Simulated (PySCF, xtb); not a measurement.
Bi(F)(Me)2 (C2H6BiF), SMILES [CH3][Bi]([CH3])[F].

GFN2-xTB run with xtb at its own geometry gives an orbital gap of 5.68 eV and a dipole moment of 4.71 D.

Coordinates come from a PBE-D3(BJ)/def2-SVP optimisation. The def2 effective core potentials stand for the cores of Bi; spin–orbit coupling is left out.

Problem. What does B3LYP/def2-TZVP in PySCF give? (Estimate from the structure and the level; the computed values follow.)

Solution. gap 5.49 eV (levels -7.03 and -1.54 eV), dipole 3.51 D.
